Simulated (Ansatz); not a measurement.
CH₇BClNSi, SMILES `C[SiH2]NBCl`, relaxed with RKS PBE0-D4/def2-TZVP in the Gaussian-basis code of Ansatz from a PBE-D4/def2-SVP geometry. The force threshold is 0.005 eV/Å; the program also tests the step.

Charge 0, multiplicity 1.

Start:

```xyz
12

C    -0.405   -1.343   -1.350
Si    0.026    0.418   -0.841
N     0.676    0.476    0.817
B     0.003    0.935    1.962
Cl    0.801    0.876    3.554
H     0.486   -2.003   -1.318
H    -0.803   -1.358   -2.386
H    -1.175   -1.767   -0.675
H     1.077    0.972   -1.767
H    -1.188    1.299   -0.857
H     1.628    0.118    0.962
H    -1.126    1.378    1.900
```

(1) How much energy does the relaxation release, and in how many steps? (Best estimate.)

(2) Which bonds change most? (Best estimate.)

(3) Give the relaxed structure. (Estimate.)

Answers

(1) Computed: 5.10 kJ/mol, in 11 steps, 2 of them rejected.

(2) The calculation gave: Si2–N3 from 1.781 to 1.751 Å; B4–H12 from 1.214 to 1.192 Å; C1–Si2 from 1.883 to 1.862 Å; Si2–H9 from 1.506 to 1.488 Å.

(3) The calculation gave: 
```xyz
12

C    -0.388   -1.335   -1.354
Si    0.010    0.403   -0.816
N     0.649    0.440    0.814
B     0.013    0.957    1.940
Cl    0.804    0.893    3.522
H     0.500   -1.971   -1.322
H    -0.767   -1.340   -2.380
H    -1.148   -1.778   -0.706
H     1.031    0.983   -1.730
H    -1.201    1.257   -0.809
H     1.567    0.041    0.964
H    -1.070    1.452    1.877
```
